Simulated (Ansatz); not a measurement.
Species: H4BGeO, charge 0, doublet. H4BGeO (SMILES O[B][GeH3], doublet).
B3LYP-D3(BJ)/def2-TZVP minimum from Ansatz (an electronic-structure program):
```
Ge
H 1 1.5386
H 1 1.5386 2 108.06
H 1 1.5534 2 107.97 3 116.54
B 1 2.0817 2 109.23 3 -118.73
O 5 1.3280 1 130.41 2 -121.00
H 6 0.9700 5 118.34 1 0.00
```
Charge 0, spin multiplicity 2.

Wanted: atomisation energy (electronic, to ground-state atoms), in kcal/mol. Open shells are spin-unrestricted; no spin-orbit coupling. Correlated methods leave the cores frozen (noble-gas shells, and filled d and f shells in the p block). No relativity. CBS(X,Y): correlation extrapolated as X^-3, Hartree-Fock from the larger set. A bracket is a step between two methods taken in the basis named. Double hybrids freeze cores in their MP2 part. For partners of very few electrons the exact lower level stands in for a higher one.

CCSD(T)/CBS(cc-pVTZ,cc-pVQZ) + [CCSDT(Q) - CCSD(T)]/cc-pVDZ (Ansatz) gives 506.0 kcal/mol.

Problem. How far off this value is PBE/def2-TZVPD (Ansatz), in which direction, and how far these levels: r2SCAN/def2-TZVPD, B3LYP/def2-TZVPD, PBE0/def2-TZVPD, wB97M-V/def2-TZVPD, B2PLYP/def2-TZVPD, CCSD(T)/CBS(cc-pVTZ,cc-pVQZ)?

Solution. PBE gives 513.7 kcal/mol, 7.7 kcal/mol above it. Differences of the others: r2SCAN/def2-TZVPD (Ansatz) 9.3; B3LYP/def2-TZVPD (Ansatz) -1.7; PBE0/def2-TZVPD (Ansatz) -0.9; wB97M-V/def2-TZVPD (Ansatz) 0.3; B2PLYP/def2-TZVPD (Ansatz) -6.4; CCSD(T)/CBS(cc-pVTZ,cc-pVQZ) (Ansatz) -0.7 kcal/mol.
